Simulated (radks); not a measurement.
Results of a calculation; reference values are marked as such.
Spin polarisation of the 3d4 shell in V+. Start: [Ar] 3d(up 2, down 2); electrons of 3d are moved from spin down to spin up, other shells keep equal spins. Level of theory: scalar-relativistic Kohn-Sham, r2SCAN, spin-polarised, spherical densities, finite nucleus; meta-GGA in the generalised Kohn-Sham scheme; Fermi nuclear charge, rms radius of each element as measured or else 0.836 A^(1/3) + 0.57 fm (a radial shooting solver on a logarithmic mesh with Libxc functionals).

| moment (Bohr magnetons) | E - E(0) (eV) | e(3d up) (eV) | e(3d down) (eV) | 3p down minus up (eV) | 3s down minus up (eV) |
|---|---|---|---|---|---|
| 0 | 0.000 | -8.716 | -8.716 | 0.000 | 0.000 |
| 1 | -0.252 | -9.168 | -8.159 | 1.111 | 1.104 |
| 2 | -1.010 | -9.513 | -7.489 | 2.215 | 2.199 |
| 3 | -2.280 | -9.736 | -6.667 | 3.302 | 3.274 |

At moment 3 the spin-polarisation energy is -2.280 eV and the 3d exchange splitting 3.068 eV, that is 1.023 eV per Bohr magneton; E = -I m^2/4 would give I = 1.014 eV.
